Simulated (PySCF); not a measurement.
A geometry optimisation, step by step.

Species: SnCl3(nBu), C4H9Cl3Sn.
Bonds: Sn1–Cl2, Sn1–Cl3, Sn1–Cl4, Sn1–C5, C5–C6, C6–C7, C7–C8. Hydrogens: H9, H10 on C5; H11, H12 on C6; H13, H14 on C7; H15, H16, H17 on C8.

Computed by this run: PySCF, PBE0-D3(BJ)/def2-SVP geometry optimisation, gas phase, def2 core potentials past Kr; density fitting, grid level 1; the optimiser is geomeTRIC in internal coordinates, started from a GFN2-xTB structure with every atom displaced at random (about 0.03 Å). 4 of its 11 geometries are shown. The frame can shift and turn from step to step; on so coarse a grid that alone can change the energy by a few meV, and forces under 0.02 eV/Å are noise.

Step 0: E = -47666.1464 eV, largest atomic force 3.005 eV/Å
```
atom  x, y, z in Å  |  force x, y, z in eV/Å
Sn1     1.429    1.819    1.633   -2.581   0.025  -0.417
Cl2     1.405    2.027    3.954    0.045  -0.113   0.164
Cl3     3.537    2.018    0.887    1.657  -0.079  -0.503
Cl4     0.469    3.891    0.870    0.185  -0.645   0.178
C5      0.303    0.033    0.780    0.335   1.491   2.411
C6      0.297    0.050   -0.698    1.297  -1.798  -0.164
C7     -0.291   -1.267   -1.226   -1.638   2.114  -1.371
C8     -1.762   -1.360   -0.941   -1.917  -0.746   0.694
H9      0.860   -0.761    1.302   -0.019  -0.301  -0.406
H10    -0.689    0.111    1.276    0.316   0.005  -0.276
H11    -0.278    0.879   -1.054   -0.388   0.912  -0.545
H12     1.349    0.102   -1.048   -0.322   0.326  -0.142
H13    -0.259   -1.243   -2.338    0.720  -0.358   0.345
H14     0.159   -2.111   -0.788    1.281  -1.413   0.330
H15    -2.234   -2.281   -1.427    0.515   1.035   0.500
H16    -1.992   -1.445    0.163    0.196  -0.017  -0.789
H17    -2.334   -0.463   -1.286    0.319  -0.439  -0.009
```

Step 3: E = -47666.7021 eV, largest atomic force 0.109 eV/Å
```
atom  x, y, z in Å  |  force x, y, z in eV/Å
Sn1     1.350    1.823    1.575    0.046   0.076   0.033
Cl2     1.402    2.020    3.902    0.015   0.010   0.007
Cl3     3.562    1.794    0.821   -0.005   0.012   0.001
Cl4     0.415    3.794    0.730   -0.014  -0.015  -0.017
C5      0.315    0.102    0.871   -0.054  -0.083   0.000
C6      0.311    0.059   -0.651   -0.039   0.047  -0.035
C7     -0.324   -1.210   -1.220    0.098  -0.017   0.043
C8     -1.801   -1.363   -0.902    0.009  -0.023  -0.036
H9      0.828   -0.768    1.314    0.016   0.026   0.012
H10    -0.692    0.162    1.310   -0.011  -0.025  -0.021
H11    -0.228    0.942   -1.039    0.025  -0.012  -0.002
H12     1.345    0.144   -1.025    0.015  -0.025   0.006
H13    -0.176   -1.202   -2.313   -0.021   0.005  -0.014
H14     0.236   -2.088   -0.849   -0.027   0.020  -0.017
H15    -2.225   -2.248   -1.399   -0.002   0.010   0.022
H16    -1.978   -1.478    0.179   -0.029   0.002   0.005
H17    -2.371   -0.483   -1.244   -0.022  -0.008   0.012
```

Step 7: E = -47666.7034 eV, largest atomic force 0.036 eV/Å
```
atom  x, y, z in Å  |  force x, y, z in eV/Å
Sn1     1.323    1.854    1.554   -0.011  -0.030   0.016
Cl2     1.417    2.150    3.869    0.003   0.010  -0.005
Cl3     3.525    1.871    0.772    0.009  -0.004   0.002
Cl4     0.299    3.737    0.622   -0.002  -0.006  -0.008
C5      0.329    0.084    0.892   -0.006   0.018  -0.014
C6      0.333    0.036   -0.631    0.012   0.007   0.011
C7     -0.314   -1.224   -1.203   -0.023  -0.007  -0.018
C8     -1.797   -1.364   -0.892   -0.007   0.007   0.011
H9      0.867   -0.763    1.347    0.002  -0.002  -0.007
H10    -0.684    0.121    1.321    0.006   0.004   0.008
H11    -0.189    0.925   -1.027    0.001   0.005  -0.002
H12     1.372    0.104   -0.997   -0.002  -0.008   0.003
H13    -0.169   -1.214   -2.296    0.001   0.006   0.006
H14     0.232   -2.110   -0.835    0.007  -0.006   0.006
H15    -2.224   -2.249   -1.386    0.002   0.001   0.001
H16    -1.986   -1.475    0.187    0.004   0.004  -0.003
H17    -2.362   -0.484   -1.239    0.006   0.001  -0.005
```

Step 10: E = -47666.7030 eV, largest atomic force under 0.02 eV/Å
```
atom  x, y, z in Å  |  force x, y, z in eV/Å
Sn1     1.328    1.846    1.556    0.005  -0.008   0.009
Cl2     1.426    2.157    3.868    0.000   0.004  -0.002
Cl3     3.530    1.863    0.773    0.002  -0.004   0.003
Cl4     0.298    3.722    0.615    0.003  -0.001  -0.004
C5      0.330    0.080    0.893   -0.001   0.000  -0.002
C6      0.334    0.035   -0.630   -0.004   0.005   0.000
C7     -0.318   -1.222   -1.204   -0.003  -0.003  -0.003
C8     -1.800   -1.357   -0.892   -0.002   0.002   0.003
H9      0.865   -0.769    1.346    0.000  -0.002  -0.006
H10    -0.682    0.120    1.323    0.001   0.001   0.003
H11    -0.184    0.927   -1.024    0.004   0.000  -0.001
H12     1.373    0.100   -0.995    0.002  -0.006   0.002
H13    -0.172   -1.211   -2.297   -0.001   0.004   0.000
H14     0.226   -2.110   -0.837   -0.002   0.001  -0.001
H15    -2.231   -2.240   -1.386   -0.002   0.001   0.001
H16    -1.988   -1.468    0.188   -0.002   0.004   0.000
H17    -2.362   -0.474   -1.237    0.000   0.002  -0.003
```

**Question.** Summarise the path.

**Answer.** The energy falls by 12.84 kcal/mol from step 0 to step 10; nine tenths of that is first reached at step 1. It rises by more than 0.2 meV at steps 5 and 8. The largest force goes from 3.005 to under 0.02 eV/Å. Among the bonds Sn1–C5 changes most, from 2.277 to 2.133 Å; the atoms move by 0.118 Å rms after alignment.

**Question.** Follow the three bonds and two angles with the largest change from start to end.

**Answer.** 
```json
{"step": "0", "E above end (kcal/mol)": "12.84", "largest force (eV/Å)": "3.005", "Sn1–C5 (Å)": "2.277", "Sn1–Cl3 (Å)": "2.245", "Sn1–Cl4 (Å)": "2.408", "H13–C7–H14 (°)": "114.9", "Sn1–C5–H9 (°)": "97.9"}
{"step": "1", "E above end (kcal/mol)": "1.22", "largest force (eV/Å)": "0.760", "Sn1–C5 (Å)": "2.124", "Sn1–Cl3 (Å)": "2.350", "Sn1–Cl4 (Å)": "2.346", "H13–C7–H14 (°)": "109.2", "Sn1–C5–H9 (°)": "101.6"}
{"step": "2", "E above end (kcal/mol)": "0.14", "largest force (eV/Å)": "0.279", "Sn1–C5 (Å)": "2.149", "Sn1–Cl3 (Å)": "2.347", "Sn1–Cl4 (Å)": "2.338", "H13–C7–H14 (°)": "106.8", "Sn1–C5–H9 (°)": "105.0"}
{"step": "3", "E above end (kcal/mol)": "0.02", "largest force (eV/Å)": "0.109", "Sn1–C5 (Å)": "2.128", "Sn1–Cl3 (Å)": "2.337", "Sn1–Cl4 (Å)": "2.339", "H13–C7–H14 (°)": "105.7", "Sn1–C5–H9 (°)": "106.2"}
{"step": "4", "E above end (kcal/mol)": "0.00", "largest force (eV/Å)": "0.067", "Sn1–C5 (Å)": "2.133", "Sn1–Cl3 (Å)": "2.335", "Sn1–Cl4 (Å)": "2.339", "H13–C7–H14 (°)": "105.5", "Sn1–C5–H9 (°)": "106.4"}
{"step": "5", "E above end (kcal/mol)": "0.07", "largest force (eV/Å)": "0.180", "Sn1–C5 (Å)": "2.137", "Sn1–Cl3 (Å)": "2.332", "Sn1–Cl4 (Å)": "2.337", "H13–C7–H14 (°)": "105.4", "Sn1–C5–H9 (°)": "106.9"}
{"step": "6", "E above end (kcal/mol)": "-0.01", "largest force (eV/Å)": "0.056", "Sn1–C5 (Å)": "2.136", "Sn1–Cl3 (Å)": "2.336", "Sn1–Cl4 (Å)": "2.338", "H13–C7–H14 (°)": "105.7", "Sn1–C5–H9 (°)": "106.3"}
{"step": "7", "E above end (kcal/mol)": "-0.01", "largest force (eV/Å)": "0.036", "Sn1–C5 (Å)": "2.135", "Sn1–Cl3 (Å)": "2.336", "Sn1–Cl4 (Å)": "2.337", "H13–C7–H14 (°)": "105.8", "Sn1–C5–H9 (°)": "106.4"}
{"step": "8", "E above end (kcal/mol)": "0.00", "largest force (eV/Å)": "under 0.02", "Sn1–C5 (Å)": "2.134", "Sn1–Cl3 (Å)": "2.337", "Sn1–Cl4 (Å)": "2.337", "H13–C7–H14 (°)": "105.8", "Sn1–C5–H9 (°)": "106.4"}
{"step": "9", "E above end (kcal/mol)": "0.00", "largest force (eV/Å)": "under 0.02", "Sn1–C5 (Å)": "2.133", "Sn1–Cl3 (Å)": "2.337", "Sn1–Cl4 (Å)": "2.338", "H13–C7–H14 (°)": "105.8", "Sn1–C5–H9 (°)": "106.5"}
{"step": "10", "E above end (kcal/mol)": "0.00", "largest force (eV/Å)": "under 0.02", "Sn1–C5 (Å)": "2.133", "Sn1–Cl3 (Å)": "2.337", "Sn1–Cl4 (Å)": "2.338", "H13–C7–H14 (°)": "105.8", "Sn1–C5–H9 (°)": "106.5"}
```

The cost below is that of the whole optimisation. Hardware: one thread, Intel Xeon Platinum 8488C (x86_64), shared host with 96 logical CPUs at a one-minute load of 18. Cost: 3.2 min wall, 0.83 GiB resident at most.
